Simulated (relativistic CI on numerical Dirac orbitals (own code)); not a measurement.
# Os3+ (5d5) in a crystal field

Calculated by Dirac-Coulomb-Breit CI, KLI orbitals optimised for each configuration, model QED (radiative potential, 1s self-energy scaled to tabulated hydrogen-like ionisation energies), valence Slater integrals scaled by 0.65, one configuration in a parametric crystal field (own radial code).

Field parameters in Wybourne normalisation: D3d B²₀ = −7Dσ, B⁴₀ = −14Dq − 21Dτ, B⁴₃ = −14√(10/7) Dq. The field is a parameter set, without covalency.

S is read from ⟨S²⟩ = S(S + 1).

Levels (cm⁻¹, degeneracy): 0 (2), 6101 (2), 6579 (2), 9023 (2), 9206 (2), 9983 (2), 12900 (2), 13877 (2), 14490 (2), 15965 (2), 16087 (2), 16702 (2).

Problem. Which field gives this pattern?
A. D3d, 10Dq = 28300, Dσ = -420, Dτ = 90 cm⁻¹
B. D3d, 10Dq = 25150, Dσ = -890, Dτ = -170 cm⁻¹
C. D3d, 10Dq = 14700, Dσ = -700, Dτ = 460 cm⁻¹
D. D3d, 10Dq = 23100, Dσ = 1000, Dτ = -70 cm⁻¹

Solution. C. D3d, 10Dq = 14700, Dσ = -700, Dτ = 460 cm⁻¹, ground level with S = 0.88.
